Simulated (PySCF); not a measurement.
# Two-component Hartree-Fock for Au (gold, neutral)

Start: [Xe] 4f14 5d10 6s1; 6s1/2 filled at m_j = +1/2. Calculated with PySCF 2.14 in x2c-TZVPall-2c with one added diffuse shell each of s, p, d type (12s12p11d2f, 117 functions): generalised Hartree-Fock with the X2C-1e Hamiltonian and a Gaussian nucleus; spin-orbit coupling (SO) screened by Boettger's factors. This is a chosen level, not necessarily the ground level.

| spinor shell | electrons | ε, screened SO (eV) | weight of nominal j (screened SO) | rms radius, screened SO (bohr) |
| --- | --- | --- | --- | --- |
| 1s1/2 | 2 | -81145.6 | 1.000 | 0.0190 |
| 2s1/2 | 2 | -14465.2 | 1.000 | 0.0768 |
| 2p1/2 | 2 | -13847.7 | 1.000 | 0.0651 |
| 2p3/2 | 4 | -12006.6 | 1.000 | 0.0731 |
| 3s1/2 | 2 | -3481.8 | 1.000 | 0.196 |
| 3p1/2 | 2 | -3205.1 | 1.000 | 0.188 |
| 3p3/2 | 4 | -2792.7 | 1.000 | 0.204 |
| 3d3/2 | 4 | -2338.6 | 1.000 | 0.179 |
| 3d5/2 | 6 | -2250.5 | 1.000 | 0.183 |
| 4s1/2 | 2 | -792.03 | 1.000 | 0.433 |
| 4p1/2 | 2 | -672.88 | 1.000 | 0.438 |
| 4p3/2 | 4 | -572.68 | 1.000 | 0.471 |
| 4d3/2 | 4 | -377.48 | 1.000 | 0.485 |
| 4d5/2 | 6 | -358.24 | 1.000 | 0.497 |
| 5s1/2 | 2 | -127.37 | 1.000 | 1.000 |
| 4f5/2 | 6 | -105.19 | 1.000 | 0.544 |
| 4f7/2 | 8 | -101.40 | 1.000 | 0.546 |
| 5p1/2 | 2 | -86.786 | 1.000 | 1.09 |
| 5p3/2 | 4 | -69.589 | 1.000 | 1.19 |
| 5d3/2 | 4 | -13.548 | 0.997 | 1.68 |
| 5d5/2 | 6 | -11.682 | 0.998 | 1.78 |
| 6s1/2 | 1 | -8.005 | 1.000 | 3.29 |

```csv
quantity,screened SO
E (hartree),-19026.84351
M_J,1/2
⟨J²⟩,0.753
⟨L²⟩,0.182
⟨S²⟩,0.936
```

Breit and QED terms are absent; they matter most for the inner s and p1/2 levels.

Densities and radii are taken from the X2C orbitals without a picture-change correction, which distorts them close to the nucleus.
